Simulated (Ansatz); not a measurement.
Born–Oppenheimer molecular dynamics of AlBH$_{6}$O$_{2}$ (10 atoms, charge 0, multiplicity 1). It starts at the highest image of a converged band, a first-order saddle point between two minima.

These are results of RKS B3LYP/6-31G* in Ansatz, not measurements.

```yaml
ensemble: NVE (velocity Verlet)
time_step: 0.5 fs
steps_asked: 200
starting_velocities_drawn_for: 100 K
seed: 3768
```

Frames 0.5 fs apart, positions in Å, forces in eV/Å.

Velocities at 70 fs (Å/ps):

```
B -1.08 5.47 -5.20
O 1.00 -14.57 3.18
H 1.51 -0.04 -0.89
H -17.22 22.30 -5.23
H 2.98 10.96 14.92
O -1.21 9.45 -1.76
Al 0.87 0.12 1.01
H -10.01 16.92 -0.53
H 14.25 -15.28 -4.24
H 0.03 -15.25 2.25
```

```xyz
10
Properties=species:S:1:pos:R:3:forces:R:3 time_fs=70 energy_less_start_eV=-0.312 T=402
B -0.156 0.893 0.517 0.37 -0.31 -0.32
O -0.367 -1.219 1.529 -0.46 0.04 0.08
H -1.048 -1.548 0.916 0.22 -0.03 -0.10
H 1.091 0.746 0.722 0.11 -0.12 -0.34
H -0.674 0.332 -0.424 0.23 0.27 0.22
O -0.649 1.887 1.243 0.10 0.55 0.46
Al 1.016 2.313 1.905 -0.74 -0.45 -0.45
H 1.293 1.692 3.316 0.10 -0.01 0.22
H 1.879 3.425 1.184 -0.08 0.02 0.01
H -0.904 -0.965 2.297 0.14 0.05 0.23
10
Properties=species:S:1:pos:R:3:forces:R:3 time_fs=70.5 energy_less_start_eV=-0.312 T=402
B -0.157 0.896 0.514 0.33 -0.07 -0.09
O -0.367 -1.226 1.530 -0.40 0.07 0.12
H -1.047 -1.548 0.915 0.18 -0.06 -0.14
H 1.082 0.757 0.719 0.25 -0.19 -0.33
H -0.672 0.338 -0.417 0.13 0.15 0.04
O -0.649 1.892 1.242 0.12 0.48 0.41
Al 1.016 2.313 1.905 -0.78 -0.41 -0.51
H 1.288 1.701 3.316 0.11 -0.04 0.28
H 1.886 3.417 1.182 -0.07 0.02 0.01
H -0.904 -0.972 2.298 0.14 0.05 0.23
10
Properties=species:S:1:pos:R:3:forces:R:3 time_fs=71 energy_less_start_eV=-0.309 T=399
B -0.157 0.898 0.512 0.30 0.18 0.15
O -0.366 -1.233 1.532 -0.35 0.10 0.16
H -1.045 -1.549 0.915 0.12 -0.08 -0.18
H 1.075 0.767 0.715 0.39 -0.25 -0.33
H -0.670 0.344 -0.409 0.02 0.03 -0.15
O -0.650 1.897 1.241 0.14 0.40 0.36
Al 1.016 2.313 1.906 -0.81 -0.37 -0.56
H 1.283 1.709 3.317 0.12 -0.07 0.33
H 1.893 3.409 1.180 -0.07 0.03 0.00
H -0.903 -0.980 2.300 0.14 0.04 0.21
10
Properties=species:S:1:pos:R:3:forces:R:3 time_fs=71.5 energy_less_start_eV=-0.302 T=392
B -0.158 0.901 0.509 0.27 0.42 0.40
O -0.366 -1.240 1.533 -0.30 0.13 0.20
H -1.044 -1.549 0.913 0.07 -0.10 -0.21
H 1.068 0.777 0.711 0.51 -0.31 -0.32
H -0.668 0.350 -0.402 -0.10 -0.10 -0.34
O -0.650 1.902 1.240 0.17 0.32 0.31
Al 1.017 2.313 1.906 -0.84 -0.33 -0.60
H 1.279 1.718 3.318 0.13 -0.10 0.37
H 1.900 3.402 1.177 -0.07 0.04 0.00
H -0.902 -0.987 2.302 0.15 0.04 0.19
10
Properties=species:S:1:pos:R:3:forces:R:3 time_fs=72 energy_less_start_eV=-0.293 T=384
B -0.158 0.904 0.506 0.25 0.66 0.63
O -0.366 -1.248 1.535 -0.25 0.16 0.24
H -1.042 -1.550 0.911 0.03 -0.11 -0.22
H 1.062 0.786 0.705 0.62 -0.36 -0.31
H -0.666 0.356 -0.395 -0.21 -0.23 -0.53
O -0.651 1.907 1.240 0.20 0.24 0.27
Al 1.017 2.313 1.906 -0.86 -0.30 -0.62
H 1.275 1.725 3.321 0.13 -0.12 0.39
H 1.906 3.394 1.175 -0.06 0.04 -0.01
H -0.901 -0.994 2.305 0.15 0.02 0.15
10
Properties=species:S:1:pos:R:3:forces:R:3 time_fs=72.5 energy_less_start_eV=-0.284 T=375
B -0.158 0.907 0.504 0.24 0.86 0.83
O -0.365 -1.255 1.537 -0.22 0.18 0.27
H -1.040 -1.551 0.909 0.00 -0.11 -0.22
H 1.058 0.795 0.699 0.70 -0.40 -0.30
H -0.665 0.362 -0.390 -0.31 -0.34 -0.68
O -0.651 1.912 1.239 0.24 0.15 0.22
Al 1.017 2.312 1.907 -0.87 -0.27 -0.63
H 1.271 1.733 3.324 0.13 -0.13 0.40
H 1.913 3.387 1.173 -0.06 0.05 -0.01
H -0.899 -1.002 2.309 0.15 0.01 0.11
10
Properties=species:S:1:pos:R:3:forces:R:3 time_fs=73 energy_less_start_eV=-0.278 T=369
B -0.158 0.910 0.502 0.23 1.03 0.98
O -0.365 -1.262 1.538 -0.19 0.20 0.28
H -1.038 -1.552 0.906 -0.01 -0.11 -0.19
H 1.055 0.802 0.692 0.75 -0.42 -0.28
H -0.664 0.366 -0.386 -0.39 -0.42 -0.79
O -0.652 1.917 1.238 0.28 0.07 0.17
Al 1.017 2.312 1.907 -0.87 -0.25 -0.62
H 1.268 1.740 3.328 0.13 -0.13 0.40
H 1.919 3.380 1.171 -0.06 0.05 -0.01
H -0.898 -1.009 2.312 0.14 -0.01 0.07
10
Properties=species:S:1:pos:R:3:forces:R:3 time_fs=73.5 energy_less_start_eV=-0.275 T=367
B -0.159 0.913 0.500 0.21 1.15 1.07
O -0.365 -1.269 1.540 -0.18 0.21 0.27
H -1.036 -1.553 0.903 -0.02 -0.09 -0.15
H 1.054 0.809 0.685 0.77 -0.44 -0.26
H -0.664 0.370 -0.384 -0.44 -0.47 -0.85
O -0.652 1.922 1.238 0.32 -0.01 0.13
Al 1.017 2.312 1.907 -0.86 -0.24 -0.60
H 1.264 1.748 3.333 0.12 -0.13 0.37
H 1.925 3.373 1.169 -0.06 0.05 -0.01
H -0.895 -1.016 2.316 0.13 -0.03 0.03
10
Properties=species:S:1:pos:R:3:forces:R:3 time_fs=74 energy_less_start_eV=-0.278 T=369
B -0.159 0.917 0.498 0.18 1.21 1.09
O -0.365 -1.276 1.542 -0.17 0.21 0.24
H -1.034 -1.555 0.899 0.00 -0.07 -0.09
H 1.056 0.814 0.677 0.75 -0.44 -0.24
H -0.666 0.372 -0.384 -0.44 -0.48 -0.84
O -0.653 1.927 1.237 0.36 -0.09 0.09
Al 1.017 2.312 1.907 -0.84 -0.23 -0.56
H 1.262 1.754 3.339 0.12 -0.12 0.34
H 1.931 3.366 1.167 -0.06 0.05 -0.01
H -0.893 -1.023 2.320 0.11 -0.04 -0.01
10
Properties=species:S:1:pos:R:3:forces:R:3 time_fs=74.5 energy_less_start_eV=-0.285 T=376
B -0.159 0.921 0.497 0.14 1.22 1.04
O -0.365 -1.283 1.544 -0.15 0.20 0.19
H -1.032 -1.557 0.895 0.02 -0.04 -0.01
H 1.058 0.818 0.668 0.69 -0.43 -0.22
H -0.668 0.374 -0.386 -0.42 -0.45 -0.77
O -0.653 1.932 1.237 0.40 -0.17 0.05
Al 1.017 2.312 1.907 -0.81 -0.22 -0.51
H 1.259 1.761 3.346 0.10 -0.11 0.28
H 1.937 3.359 1.165 -0.06 0.05 -0.01
H -0.890 -1.031 2.323 0.08 -0.05 -0.04
10
Properties=species:S:1:pos:R:3:forces:R:3 time_fs=75 energy_less_start_eV=-0.295 T=386
B -0.159 0.925 0.495 0.10 1.17 0.92
O -0.364 -1.290 1.546 -0.14 0.19 0.13
H -1.030 -1.559 0.891 0.04 -0.01 0.06
H 1.063 0.822 0.659 0.61 -0.41 -0.20
H -0.672 0.374 -0.390 -0.35 -0.38 -0.64
O -0.653 1.937 1.236 0.44 -0.24 0.01
Al 1.016 2.312 1.907 -0.77 -0.22 -0.45
H 1.257 1.767 3.354 0.09 -0.09 0.22
H 1.942 3.353 1.162 -0.06 0.05 -0.01
H -0.887 -1.038 2.327 0.05 -0.06 -0.06
10
Properties=species:S:1:pos:R:3:forces:R:3 time_fs=75.5 energy_less_start_eV=-0.306 T=396
B -0.159 0.930 0.494 0.06 1.09 0.76
O -0.364 -1.298 1.548 -0.11 0.18 0.06
H -1.028 -1.561 0.887 0.06 0.01 0.13
H 1.069 0.824 0.649 0.49 -0.38 -0.17
H -0.676 0.373 -0.396 -0.27 -0.28 -0.47
O -0.653 1.942 1.236 0.49 -0.31 -0.02
Al 1.016 2.312 1.907 -0.72 -0.22 -0.37
H 1.255 1.773 3.362 0.07 -0.07 0.15
H 1.948 3.346 1.160 -0.07 0.05 0.00
H -0.884 -1.046 2.330 0.01 -0.07 -0.07
```

Of the whole run (100 fs, mean temperature of the second half 385 K): The conserved energy stayed within 0.066 meV per atom of its start (net change 0.029 meV per atom), so the integration is sound. The kinetic energy rose, since the run started high on the potential surface and went downhill. It ends in pieces (AlBH4O + H2O), so much of that is their flight and rotation, not heat. A run of 0.1 ps of so small a system gives no equilibrium averages. The orbitals stay closed-shell, which can raise the energy where a bond breaks towards radicals; this wasn't checked here.

Run time: 3.8 min on 1 thread of AMD EPYC 9R45 96-Core Processor (Zen 5), on a shared host, peak memory 0.16 GiB.
